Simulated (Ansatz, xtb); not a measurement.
## ClH3OSi2: 4 structures ranked

4 gas-phase structures of ClH3OSi2, found in a search over its isomers (lower ones may exist). Each was relaxed with GFN2-xTB; where two conformers were screened, the lower at r2SCAN-D4/def2-SVP//GFN2-xTB is listed:

A. `O=[Si]([SiH3])Cl`, a singlet
B. `[SiH3]O[Si]Cl`, a singlet
C. `[SiH]O[SiH2]Cl`, a singlet
D. `O=[SiH][SiH2]Cl`, a singlet

Problem. Which do you expect lowest at r2SCAN-D4/def2-SVP//GFN2-xTB, and how would the others follow?

Solution. Calculated order at r2SCAN-D4/def2-SVP//GFN2-xTB: B (0.0), C (15.5), A (28.2), D (40.1) kcal/mol.

Energies above the lowest of each column, in kcal/mol; the last columns are at r2SCAN-D4/def2-SVP geometries and were run for some of them only (a dash: not run or not comparable):

```
structure  GFN2-xTB  HF/STO-3G  r2SCAN-D4/def2-SVP//GFN2-xTB  r2SCAN-D4/def2-SVP  CCSD(T)/def2-TZVP
        B       0.0        0.0                           0.0                 0.0                0.0
        C       9.0       25.1                          15.5                16.0               13.6
        A      15.4       52.8                          28.2                   –                  –
        D      13.0       62.7                          40.1                   –                  –
```

Every level run on B puts it lowest or level with the lowest. Flexible structures stand in one conformer each, not always the lowest. Frequencies (r2SCAN-D4/def2-SVP) were run for B, C alone.

Over these structures GFN2-xTB departs from r2SCAN-D4/def2-SVP//GFN2-xTB by 8.3 kcal/mol on average once a common shift is removed. A GFN2-xTB relaxation took about 0.056 s and the r2SCAN-D4/def2-SVP//GFN2-xTB energy about 0.67 s on a shared host (Ansatz 0.2.0, xtb 6.7.1).
